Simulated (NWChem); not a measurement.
Molecule: MgN₂H₄; SMILES [NH2][Mg][NH2]

```xyz
7

Mg     0.0000     0.0000     0.0000
N      0.0000     1.8919     0.0000
H      0.5784     2.4983    -0.5744
H     -0.5784     2.4983     0.5744
N      0.0000    -1.8919     0.0000
H     -0.5784    -2.4983    -0.5744
H      0.5784    -2.4983     0.5744
```
Atoms are numbered in this order, from 1.

All runs: NWChem. Medium grid unless said otherwise, to which SCAN and Minnesota functionals are sensitive. Structure relaxed at the PBE0/def2-SVP level. Hybrids' shares of exact exchange are those that their runs print; pure functionals count as 0. The functionals differ in more than this share.

```csv
row,share of exact exchange,highest occupied level (eV)
PBE/def2-TZVP,0.00,-4.83
N12/def2-TZVP,0.00,-4.63
TPSSh/def2-TZVP,0.10,withheld
B3LYP/def2-TZVP,0.20,-5.96
MN15/def2-TZVP,0.44,-7.02
BHandHLYP/def2-TZVP,0.50,-7.47
```

**Question.** Fit a straight line of the last column on the one before it, predict the withheld value, and compare with the run.

**Answer.** 
1. Means of the 5 shown rows: x = 0.228, y = -5.982. Slope Σ(x − x̄)(y − ȳ)/Σ(x − x̄)² = -1.196/0.2237 = -5.348; intercept -4.763.
2. The shown rows scatter about the line by 0.099 (root mean square); the largest residual is +0.13, at N12/def2-TZVP.
3. At x = 0.10 (TPSSh/def2-TZVP; inside the shown range) the line gives -5.30.
4. The run gives -5.40, -0.10 from the line, 1.0 times the scatter.
